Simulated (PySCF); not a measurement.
C3H3, SMILES c1c[cH+]1, charge +1.

The structure is a stationary point at PBE-D3(BJ)/def2-TZVP.

Method: TDDFT-M06-2X/def2-SVPD (PySCF).

Vertical excitations; the highest root listed may be one member of a degenerate set.  State labels are in the subgroup C2v.

Computed excitation energies, oscillator strengths and character:
```
state  symmetry  energy (eV)  λ (nm)      f                                     main pairs
-----  --------  -----------  ------  -----  ---------------------------------------------
S1           A2         6.73     184  0.000             HOMO→LUMO+1 49 %, HOMO−1→LUMO 48 %
S2           B2         7.23     172  0.000      HOMO→LUMO, HOMO−1→LUMO+1 (degenerate set)
S3           A2         7.23     172  0.000      HOMO−1→LUMO, HOMO→LUMO+1 (degenerate set)
S4           B2         7.52     165  0.000             HOMO−1→LUMO+1 50 %, HOMO→LUMO 49 %
S5           A1         9.48     131  0.124                   HOMO−2→LUMO (degenerate set)
S6           B1         9.48     131  0.124                 HOMO−2→LUMO+1 (degenerate set)
S7           B2        12.34     100  0.000                   HOMO−3→LUMO (degenerate set)
S8           A2        12.34     100  0.000                 HOMO−3→LUMO+1 (degenerate set)
S9           B1        12.63      98  0.003  HOMO−1→LUMO+2, HOMO−1→LUMO+5 (degenerate set)
S10          A1        12.63      98  0.003      HOMO→LUMO+2, HOMO→LUMO+5 (degenerate set)
T1           A2         6.52     190      0             HOMO→LUMO+1 48 %, HOMO−1→LUMO 48 %
T2           B2         6.87     180      0      HOMO→LUMO, HOMO−1→LUMO+1 (degenerate set)
T3           A2         6.87     180      0      HOMO−1→LUMO, HOMO→LUMO+1 (degenerate set)
T4           B1         7.14     174      0                             HOMO−2→LUMO+1 98 %
```
Triplets are in the Tamm–Dancoff approximation, which puts them higher than full response would, so one can lie above its singlet here.
